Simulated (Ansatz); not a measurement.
Reaction (cleavage of the Si–Si bond): `N[Si]([SiH3])(Cl)Cl` + `N[SiH](N)O` → `N[SiH](N)O[SiH3]` + `N[SiH](Cl)Cl`

Program: Ansatz. Geometries: PBE0-D4/def2-TZVP. ΔE: electronic, gas phase. CBS: MP2 limit from def2 TZ/QZ plus the TZ coupled-cluster correction, frozen cores. Functionals use def2-TZVPP. One conformer a species, not always the lowest.

```
             level  ΔE (kJ/mol)  difference from CCSD(T)/CBS
            PBE-D4        -78.5                         27.7
           ωB97M-V       -108.2                         -2.0
            B2PLYP       -110.9                         -4.7
     HF/def2-TZVPP       -136.2                        -30.0
SCS-MP2/def2-TZVPP       -118.4                        -12.2
   CCSD/def2-TZVPP       -111.7                         -5.5
    MP2/def2-QZVPP       -113.2                         -7.0
SCS-MP2/def2-QZVPP       -118.6                        -12.4
      HF/CBS(def2)       -139.4                        -33.2
    CCSD/CBS(def2)       -110.6                         -4.4
       CCSD(T)/CBS       -106.2                            0
```

Largest T1 diagnostic among the species: 0.011.

In def2-TZVPP, CCSD(T) changes the Hartree–Fock value by +28.9 kJ/mol (the triples alone add +4.4 kJ/mol) and MP2 by +23.4 kJ/mol. From PBE to PBE0 (25 % exact exchange), in def2-TZVPP and without D4, ΔE moves by −10.0 kJ/mol.

CCSD(T)/CBS has its own doubt, a few kJ/mol and more with outer-core shells, so smaller differences from it don't rank the levels.
